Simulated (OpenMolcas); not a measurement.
# Cr4+: effect of the IPEA shift

| Item | Value |
| --- | --- |
| Program | OpenMolcas 26.06 |
| Basis | ANO-RCC-VTZP [6s5p3d2f1g] |
| Scalar Hamiltonian | DKH2, point nucleus |
| Active space | 2 electrons in 5 orbitals (3d) |
| State averaging | 2S+1 = 3 even, 10 roots; 2S+1 = 1 even, 15 roots |
| Spin-orbit coupling | RASSI with atomic mean-field integrals over the reference wave functions, term energies averaged over their components |

Methods on the same reference wave functions:
A. CASSCF
B. SS-CASPT2, IPEA 0 Eh, imaginary shift 0.1 Eh (closed shells correlated: 3s 3p)
C. SS-CASPT2, IPEA 0.25 Eh, imaginary shift 0.1 Eh (closed shells correlated: 3s 3p)

Energies in cm⁻¹ above 3d² ³F₂, the measured ground level; measured values from Sugar and Corliss, J. Phys. Chem. Ref. Data 6, 317 (1977).

```tsv
Level	A	B	C	Measured
3d² ³F₂	0.0	0.0	0.0	0.0
3d² ³F₃	505	509	509	508
3d² ³F₄	1153	1157	1157	1142
3d² ¹D₂	16452	12840	12920	13188
3d² ³P₀	19267	15730	16080	15492
3d² ³P₁	19445	15910	16260	15677
3d² ³P₂	19838	16300	16650	16041
3d² ¹G₄	25239	22490	22480	22019
3d² ¹S₀	61249	52090	52150	51146
```

Deviations, from unrounded energies. A percentage is the sum of absolute deviations over the sum of measured energies, with the sign that they share, or ± where signs differ.

```csv
Against measurement,Levels,A,B,C
mean absolute deviation (cm-1),8,3500,310,440
fine structure of the ground term (%),2,±0.9,+1.0,+1.0
other terms of the ground configuration (%),6,+20.9,±1.9,±2.6
```

B lies closest to measurement on these levels and A furthest from it. The largest miss of B in the table is 3d² ¹S₀, by +940 cm-1. The ranking rests on the paired levels alone, and a cruder setting can come out closer through cancelling errors.

Between B and C the level of the table that moves most is 3d² ³P₁, by 350 cm-1 (lowest in B, highest in C). Moves below CASPT2's spread within the term are not significant.

The mean deviations of B to C differ by less than CASPT2's widest spread within a term (1100 cm-1), so their order carries little weight.

From A to B the spin-free energies of the other terms of 3d² shown, above ³F, scale by factors of 0.77 to 0.89, as is usual when dynamic correlation screens the repulsion within a d or f shell.

The lowest spin-free term lies below A's lowest term by 0.304 hartree in B, 0.300 hartree in C.

Term energies are means over components that CASPT2 splits; among the terms shown or strongly mixed into the levels shown the widest spread is 1100 cm-1 (3d² ¹G, B). Without dynamic correlation excited terms often stand tens of per cent too high (terms of higher spin than the ground term too low), and those without a measured partner can miss by more than the paired ones (holds for A). Computed and measured levels are paired by configuration, term and J; levels that our copy of the source lacks, or whose pairing is in doubt (as where it misses far off the trend of its configuration), stay unpaired and out of the deviations. Levels of configurations outside the active space are missing.
